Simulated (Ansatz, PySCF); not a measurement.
Gas-phase reaction in SMILES: CB(C)F [fluoro(dimethyl)borane] -> [CH2-]B(C)F + H+
Geometries: B3LYP-D3(BJ)/def2-TZVP minima from Ansatz (a first-principles code), one conformer each, not searched for the lowest. Frequencies are from Ansatz or PySCF.

Quantity: gas-phase deprotonation energy (enthalpy at 298 K, with B3LYP-D3(BJ) rigid-rotor harmonic-oscillator terms), in kcal/mol. Valence correlation only, unless marked. No spin-orbit coupling. No relativistic terms. Anions need diffuse functions: aug- sets have them; def2-D sets add few; the other sets have none. CBS marks a two-point X^-3 extrapolation of the correlation energy; Hartree-Fock from the larger set. The bracket is a focal-point correction in the basis named.

| level | program | gas-phase deprotonation energy (kcal/mol) |
|---|---|---|
| PBE-D3(BJ)/def2-TZVPD | Ansatz + dftd3 | 370.4 |

What does RI-MP2/CBS(aug-cc-pVTZ,aug-cc-pVQZ)+[CCSD(T)-MP2]/aug-cc-pVTZ (Ansatz) give?

372.7 kcal/mol, so PBE-D3(BJ)/def2-TZVPD differs from it by -2.3 kcal/mol.
